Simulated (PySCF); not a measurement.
Mapped SMILES: `[CH3:1][c:2]1[cH:3][n:4][n:5]([CH3:6])[c:7]1[CH:8]1[CH2:9][CH2:10]1`. Each H is labelled by its parent atom. Ha(C9), Ha(C10) are cis to C7 on the ring; Hb(C9), Hb(C10) are trans to C7 on the ring.

In vacuum, one averaged value for each set of equivalent atoms, non-relativistic Hamiltonian, a single conformation. Shieldings: GIAO PBE0/pcSseg-1; geometry from GFN2-xTB; PySCF 2.14.0 with density-fitted response routines.

Q: Predict the 2D correlation tables (HSQC, COSY, HMBC).

A: 

HSQC (one-bond C–H):
```tsv
δH	δC
7.18 (H(C3))	141.4 (C3)
3.95 (H(C6))	38.4 (C6)
2.22 (H(C1))	11.6 (C1)
1.74 (H(C8))	8.5 (C8)
0.89 (Hb(C9)/Hb(C10))	7.2 (C9/C10)
0.56 (Ha(C9)/Ha(C10))	7.2 (C9/C10)
```

COSY cross peaks (H two or three bonds apart, from the bond graph; peaks can be absent where the dihedral angle is near 90°):
```tsv
δH	δH
1.74 (H(C8))	0.89 (Hb(C9)/Hb(C10))
1.74 (H(C8))	0.56 (Ha(C9)/Ha(C10))
0.89 (Hb(C9)/Hb(C10))	0.56 (Ha(C9)/Ha(C10))
```

HMBC (two and three bonds, from the bond graph):
```tsv
δH	δC
7.18 (H(C3))	142.4 (C7), 120.6 (C2), 11.6 (C1)
3.95 (H(C6))	142.4 (C7)
2.22 (H(C1))	142.4 (C7), 141.4 (C3), 120.6 (C2)
1.74 (H(C8))	142.4 (C7), 120.6 (C2), 7.2 (C9/C10)
0.89 (Hb(C9)/Hb(C10))	142.4 (C7), 8.5 (C8), 7.2 (C9/C10)
0.56 (Ha(C9)/Ha(C10))	142.4 (C7), 8.5 (C8), 7.2 (C9/C10)
```

Chemical shifts δ = σref − σ; TMS for ¹H (σ = 31.72 ppm) and ¹³C (σ = 186.93 ppm), all at this level.

Short H···H contacts in this conformer between protons four or more bonds apart (candidates for NOE cross peaks, intensity ∝ r⁻⁶): H(C1)···Ha(C10) 2.59 Å, H(C6)···Ha(C9) 2.68 Å, H(C1)···H(C3) 2.80 Å, H(C6)···H(C8) 2.80 Å.

Shifts are as computed. Against solution values, carbons near 30 ppm lie about +3 ppm off and those near 130 ppm about +5 ppm. Of 1211 compounds with measured shifts, 218 miss one by over three times the rms of a fit or turn the order of signals round; such compounds aren't used in these exercises.
